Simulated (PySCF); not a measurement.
## How methods differ on the excitation energy of Tl

Tl [Xe] 4f14 5d10 6s2 6p1 (2P) → Tl [Xe] 4f14 5d10 6s1 6p1 7s1 (4P), as a difference of total energies. Computed with PySCF 2.14 in x2c-TZVPPall with one added diffuse shell each of s, p, d, f type (12s8p7d4f, 99 functions), with the spin-free X2C one-electron Hamiltonian (Gaussian nucleus). Correlated levels: valence: [Xe] 4f14 5d10 frozen; valence and next inner shell: [Kr] 4d10 4f14 frozen. The calculations carry no spin-orbit coupling.

```
                                method  excitation energy (cm⁻¹)
                                   UHF                     65244
                                   LDA                     81933
                                   PBE                     79008
                                  PBE0                     76951
                                r2SCAN                     78669
                         MP2 (valence)                     69552
                     SCS-MP2 (valence)                     71158
    MP2 (valence and next inner shell)                     79079
SCS-MP2 (valence and next inner shell)                     79189
```

A first-order spin-orbit estimate (lowest level to lowest level, LS coupling) adds -0.128 eV.

The upper state lies above the first ionisation limit, but in LS coupling its spin forbids autoionisation to the ground ion; at this Z spin-orbit coupling breaks that rule. A Rydberg-like electron needs more diffuse functions than a valence basis has.

The promoted electron is Rydberg-like, and one or two diffuse shells describe it only roughly, which tends to raise the upper state.
